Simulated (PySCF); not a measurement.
HgI2, SMILES [Hg]([I])[I]. Coordinates come from a PBE0-D3(BJ)/def2-SVP optimisation. The isomer is the one that the SMILES or the coordinates give; other isomers of the formula were not compared. The def2 effective core potentials stand for the cores of Hg, I; spin–orbit coupling is left out.

Computed equilibrium geometry at PBE0-D3(BJ)/def2-SVP (PySCF confirms it by a frequency run) as a Z-matrix, and its point group:
point group D∞h.
```
Hg
I 1 2.6062
I 1 2.6062 2 180.00
```
Charge 0, spin multiplicity 1.
